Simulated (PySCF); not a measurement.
SeF2, SMILES F[Se]F. Coordinates come from a ωB97X-D3(BJ)/def2-TZVP optimisation.

TDA-M06-2X/def2-SVPD (PySCF) puts the lowest singlet excitations at 2.92, 4.29, 6.70, 7.73, 7.78, 7.86 eV.

**Question.** What are the lowest excitation roots from ADC(2)/aug-cc-pVDZ (PySCF)? (Estimate from the structure and the level; the computed values follow.)

**Answer.** 3.06, 4.30, 6.78, 7.82, 7.88, 8.09 eV. S1 differs by 0.14 eV (second minus first; roots are paired by order, and the bases may differ).
